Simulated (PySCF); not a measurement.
C6H11N2P.
Z-matrix (Å and degrees, GFN2-xTB geometry), rows numbered from 1:
```
C 
C   1  1.5232
C   2  1.5265  1  111.37
C   3  1.5312  2  112.21  1  -179.51
N   4  1.4410  3  111.70  2   -64.34
C   5  1.3437  4  124.70  3   -76.20
P   6  1.7219  5  112.36  4   177.75
C   7  1.7581  6   85.48  5    -0.16
N   8  1.3070  7  115.74  6     0.01
H   1  1.0881  2  110.59  3    59.47
H   1  1.0869  2  110.58  3   179.52
H   1  1.0880  2  110.56  3   -60.46
H   2  1.0916  1  109.46  3   121.25
H   2  1.0917  1  109.67  3  -121.00
H   3  1.0926  2  109.42  1    58.96
H   3  1.0915  2  109.60  1   -59.16
H   4  1.0919  3  110.06  2    54.17
H   4  1.0941  3  110.04  2   174.69
H   6  1.0753  5  119.30  4    -2.75
H   8  1.0754  7  125.71  6   179.76
```

Computed at PBE0/pcSseg-1 (PySCF, non-relativistic), with Q(14N) = 0.02044 b: N5, 14N (I = 1): χzz = -2.815 MHz, η = 0.488; N9, 14N (I = 1): χzz = -5.163 MHz, η = 0.432.

Problem. Where would the pure quadrupole (NQR) lines of 14N at N5 fall for the rigid, isolated species?

Solution. From ν± = (3/4)|χ|(1 ± η/3) and ν0 = |χ|η/2: ν+ 2.454 MHz, ν− 1.767 MHz, ν0 0.687 MHz (pyrrole-type nitrogen).

Problem. Find the zero-field quadrupole resonance frequencies of 14N at N9.

Solution. From ν± = (3/4)|χ|(1 ± η/3) and ν0 = |χ|η/2: ν+ 4.430 MHz, ν− 3.314 MHz, ν0 1.115 MHz (pyridine-type nitrogen).

In a crystal, neighbours and librations shift these lines. GFN2-xTB bond lengths can be off by several hundredths of an ångström, more for odd bonds, and the gradients follow them. These gradients aren't converged with respect to the basis.

One conformer stands for the species.
